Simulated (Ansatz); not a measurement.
Basis-set series for BrH₆NSi₂ (`[SiH3]N[SiH2]Br`). Total charge 0; spin multiplicity 1. Geometry: relaxed with PBE0-D4/def2-TZVP. It is one conformer, not always the lowest.

```xyz
10

Si   -0.9169    1.0889    0.6863
N     0.4931    0.1039    0.4604
Si    0.8424   -0.9098   -0.8694
Br   -0.1321   -2.9166   -0.7330
H    -1.5848    1.1791   -0.6349
H    -1.8583    0.5090    1.6804
H    -0.5285    2.4433    1.1591
H     1.0694   -0.0420    1.2785
H     0.3186   -0.2838   -2.1008
H     2.2972   -1.1721   -0.9266
```

```csv
functional,basis,functions,energy (Eh),HOMO (eV),LUMO (eV)
PBE0-D4,def2-SVP,112,-3210.44617,-7.83,0.33
PBE0-D4,def2-QZVPP,466,-3211.11288,-7.96,-0.31
ωB97M-V,def2-SVP,112,-3210.82976,-10.04,2.18
ωB97M-V,def2-QZVPP,466,-3211.49568,-10.21,1.11
```

Q: Give the rows for def2-TZVPP. (An estimate is asked.)

A: Ansatz gave: 
```json
{"functional": "PBE0-D4", "basis": "def2-TZVPP", "functions": "247", "energy (Eh)": "-3211.03644", "HOMO (eV)": "-7.94", "LUMO (eV)": "-0.16"}
{"functional": "ωB97M-V", "basis": "def2-TZVPP", "functions": "247", "energy (Eh)": "-3211.42299", "HOMO (eV)": "-10.19", "LUMO (eV)": "1.46"}
```

Positive LUMOs are unbound and depend on the basis. Scalar relativity is left out up to krypton.
